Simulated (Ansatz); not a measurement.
`C[SiH](F)[SiH2]O` + H₂ → `C[SiH](F)[SiH3]` + H₂O at 700 K and 1 bar (hydrogenolysis of the Si–O bond).

Computed with Ansatz on PBE0-D4/def2-TZVP structures; ΔE is electronic, products minus reactants. CCSD(T)/CBS adds triple-zeta CCSD(T) − MP2 to the extrapolated MP2 energy (def2 sets, frozen cores). This one scheme is used for every species. One conformer a species, not always the lowest.

| species | CCSD(T)/CBS energy (Eh) | H − E (kJ/mol) | S (J/(mol·K)) |
| --- | --- | --- | --- |
| `C[SiH](F)[SiH2]O` | -795.50494 | 303.3 | 523.8 |
| H₂ | -1.17544 | 46.8 | 155.3 |
| `C[SiH](F)[SiH3]` | -720.28056 | 274.2 | 474.6 |
| H₂O | -76.37941 | 80.5 | 218.4 |

H − E and S are ideal-gas, rigid-rotor, harmonic terms from PBE0-D4/def2-TZVP, for one conformer and one mirror image of each species. The MP2-based limit puts H₂ 0.8 mEh under its directly extrapolated value; such offsets cancel only in part. 1 Eh = 2625.50 kJ/mol, R = 8.31446 J/(mol·K).

Problem. By hand: ΔE, ΔH, ΔS and ΔG.

Solution. ΔE = (-720.28056) + (-76.37941) − (-795.50494) − (-1.17544) = 0.02041 Eh = 53.6 kJ/mol. Δ(H − E) = 274.2 + 80.5 − 303.3 − 46.8 = 4.6, so ΔH = 58.2 kJ/mol. ΔS = 474.6 + 218.4 − 523.8 − 155.3 = 13.9 J/(mol·K). ΔG = 58.2 − 700 × (13.9)/1000 = 48.5 kJ/mol.

Problem. By hand: the equilibrium constant, and the temperature at which ΔG would vanish if ΔH and ΔS stayed fixed.

Solution. log₁₀ K = −ΔG/(RT ln 10) = -3.6. ΔG = 0 at ΔH/ΔS = 4187 K, far beyond where these terms or the molecules hold.

The number of gas molecules stays the same, so ΔS is small and ΔH decides. A doubt of 5 kJ/mol in ΔE shifts log₁₀ K by 0.4 here. Other conformers and mirror images would add mixing entropy, several J/(mol·K) or more a flexible species. Modes under 60 cm⁻¹, often nearly free rotors, make the harmonic entropy too high. These are equilibria of isolated gas molecules and say nothing of rates. Largest T1 diagnostic: 0.012 (customary marks: 0.02 for closed shells, 0.045 for open ones).
